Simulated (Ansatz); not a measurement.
MoH₄⁻. Total charge -1; quartet. Geometry r2SCAN-D4/def2-TZVP, that of the neutral triplet; atoms count from 1.

```xyz
5

Mo    0.0000    0.0000    0.0000
H    -1.2197   -1.0316   -0.5475
H     0.4014   -0.3977    1.5913
H    -0.5444    1.5974   -0.0607
H     1.3627   -0.1681   -0.9830
```

In the def2 sets Mo takes a core potential; there is no spin–orbit coupling. The highest occupied level of the charge -1 quartet lies above zero (up to 1.14 eV). By energy differences its removal costs 0.64 eV (vertical, to the charge 0 triplet, at PBE0-D4/def2-TZVPD); a positive level beside a positive removal energy at the same level points to self-interaction error.

Question: Estimate the Mulliken populations from the PBE0/def2-TZVPD orbitals of Ansatz.

Answer: 
| atom | charge (e) | spin (α − β) | d electrons |
| --- | --- | --- | --- |
| Mo1 | -0.92 | 3.44 | 4.60 |
| H2 | -0.01 | -0.10 | – |
| H3 | -0.03 | -0.12 | – |
| H4 | -0.01 | -0.10 | – |
| H5 | -0.03 | -0.12 | – |
Mulliken values and Mayer orders depend strongly on the basis. With diffuse functions, as here, like atoms can get unlike values, and bond orders can come out too low or too high.

Question: Where does the spin sit?

Answer: Summed by element: Mo 3.44, H -0.44, of 3 unpaired in all. Largest on single atoms: Mo1 3.44, H3 -0.12, H5 -0.12.
